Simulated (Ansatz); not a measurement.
A nudged elastic band was laid between two geometries of CH6AlNO (10 atoms, charge 0, multiplicity 1).

All numbers below come from UKS BLYP-D4/def2-SVP (Ansatz).

```json
{"movable images": "7", "climbing image": "yes", "spring": "5.0 eV/Å²", "optimiser": "quadratic models (default)", "start path": "through a guess of the saddle point", "force threshold": "0.05 eV/Å", "iteration limit": "60", "end points": "relaxed"}
```

First end point:

```xyz
10
Properties=species:S:1:pos:R:3
Al -0.561 -0.624 0.528
O 0.397 0.470 -0.384
C 1.552 0.418 -1.187
N -1.966 0.070 1.372
H -2.239 1.056 1.354
H -0.231 -2.172 0.637
H 1.323 0.730 -2.233
H 2.333 1.115 -0.801
H 2.011 -0.599 -1.238
H -2.619 -0.463 1.952
```

Last end point:

```xyz
10
Properties=species:S:1:pos:R:3
Al -0.437 -1.016 0.670
O 0.883 -0.619 -0.349
C 1.384 0.466 -1.090
N -1.702 0.181 1.059
H -1.742 1.152 0.736
H -0.496 -2.482 1.251
H 0.581 1.103 -1.532
H 2.026 1.131 -0.465
H 2.015 0.099 -1.932
H -2.513 -0.016 1.651
```

Q: Which bonds break or form, and what moves?

A: No bond is made or broken.

Q: What energy profile does the band end with?

A: It converged. The highest image is number 3 of 0 to 8, 0.055 eV above the first end and 0.042 eV above the last; the last end lies 0.013 eV above the first. Beside the main top the profile has a ripple of under 15 meV (maxima at images 3, 6), which may be a very shallow well or noise. A vibrational analysis at the climbing image gives one clearly imaginary mode, 101i cm⁻¹: a first-order saddle point.

| image | path coordinate (Å) | energy (eV) |
| --- | --- | --- |
| 0 | 0.00 | 0.000 |
| 1 | 0.41 | 0.011 |
| 2 | 0.81 | 0.038 |
| 3 | 1.22 | 0.055 |
| 4 | 1.80 | 0.036 |
| 5 | 2.37 | 0.016 |
| 6 | 2.95 | 0.020 |
| 7 | 3.53 | 0.015 |
| 8 | 4.11 | 0.013 |

Q: What is the geometry of the highest image?

A: 
```xyz
10
Properties=species:S:1:pos:R:3
Al -0.569 -0.841 0.628
O 0.666 -0.125 -0.275
C 1.559 0.433 -1.185
N -1.898 0.162 1.267
H -2.006 1.172 1.148
H -0.561 -2.394 0.934
H 1.033 0.946 -2.024
H 2.214 1.192 -0.696
H 2.228 -0.339 -1.634
H -2.665 -0.206 1.838
```

The run took 4.8 min on 2 threads of Arm Neoverse V1, with other jobs on the host, peak memory 0.15 GiB.
